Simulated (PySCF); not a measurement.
# UHF on Sr (strontium, neutral)

Configuration: [Kr] 5s2, closed-shell 1S. All numbers are calculated (PySCF 2.14, scalar relativity through the core potential, in def2-SVP with the def2 core potential (28 electrons)).

| Quantity | Value |
| --- | --- |
| Total energy | -30.338782 hartree |
| One-electron energy | -49.7908 hartree |
| Hartree (Coulomb) energy | 23.3159 hartree |
| Exchange energy | -3.8638 hartree |
| ⟨S²⟩ | 0.0000 |
| ⟨L²⟩ | 0.000 |
| Sum of ⟨r⟩ | 21.46 bohr |
| Sum of ⟨r²⟩ | 68.96 bohr² |
| Time after the integrals | 0.08 s of wall time on 1 thread of Neoverse-N1 (shared host) |

```
shell  electrons  mean orbital energy (hartree)  rms radius, mean of both spins (bohr)
   4s          2                       -1.96118                                   1.46
   4p          6                       -1.10041                                   1.69
   5s          2                       -0.18097                                   4.88
```

Energies and moments cover only the electrons outside the core potential.
